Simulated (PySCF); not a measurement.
Calculation: B3LYP-D3(BJ)/def2-TZVP // TPSS-D3(BJ)/def2-SVP in PySCF 2.14.0. Gas-phase values, no solvent. B3LYP has the VWN-RPA correlation part, as in Gaussian. 

Reference species: [Zr(Cl)4] (neutral, multiplicity 1).

| Property | Value |
|---|---|
| mean distance from the central atom to its bonded neighbours | 2.337 Å |
| LUMO | -3.00 eV |

Changed species: [Ta(=O)(Cl)3] (M = Ta, oxo; the reference has M = Zr).

Problem. Give the shifts of the mean distance from the central atom to its bonded neighbours and LUMO.

Solution. the mean distance from the central atom to its bonded neighbours decreases by 0.176 Å, to 2.161 Å; the LUMO falls by 0.14 eV, to -3.14 eV.
